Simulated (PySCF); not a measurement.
Lowest empty level (eV) of eight silicon and germanium compounds: PBE beside PBE0, computed with PySCF for isolated molecules in the bases named; differences from unrounded values. The eight are the first of their class met in an unordered collection, after screening for sound electronic states; none was chosen by its value. Each molecule has one DFT geometry for both levels.

```json
[
 {"molecule": "C₃H₁₀FNSi, SMILES CN(C)C[SiH2]F", "basis": "def2-TZVP", "PBE0": "0.39", "PBE": "-0.51", "difference": "-0.90"},
 {"molecule": "CH4O4Si, SMILES O=C(O)[SiH](O)O", "basis": "def2-TZVP", "PBE0": "-0.97", "PBE": "-2.01", "difference": "-1.04"},
 {"molecule": "C2H8O2Si2, SMILES O[SiH2][Si@@H](O)C=C", "basis": "def2-TZVP", "PBE0": "-1.02", "PBE": "-1.95", "difference": "-0.93"},
 {"molecule": "C₃H₅ClSi, SMILES C(=C)=C[SiH2]Cl", "basis": "def2-TZVP", "PBE0": "-0.74", "PBE": "-1.69", "difference": "-0.95"},
 {"molecule": "Si(Br)2(OH)2 (Br₂H₂O₂Si), SMILES O[Si](O)(Br)Br", "basis": "def2-TZVP", "PBE0": "-0.40", "PBE": "-1.35", "difference": "-0.95"},
 {"molecule": "H8N2Si2, SMILES N[SiH2][SiH2]N", "basis": "def2-TZVP", "PBE0": "-0.19", "PBE": "-1.02", "difference": "-0.83"},
 {"molecule": "C₃H₉NSi₂, SMILES CC1=C[SiH2]N[SiH2]1", "basis": "def2-TZVP", "PBE0": "-0.50", "PBE": "-1.48", "difference": "-0.98"},
 {"molecule": "FGeH5N2O, SMILES [NH2][Ge]([NH2])([OH])[F]", "basis": "def2-TZVP", "PBE0": "0.06", "PBE": "-0.88", "difference": "-0.93"}
]
```

PBE lies below PBE0 in 8 and above it in 0 of the eight; the mean signed difference is -0.94 and the largest -1.04 eV.
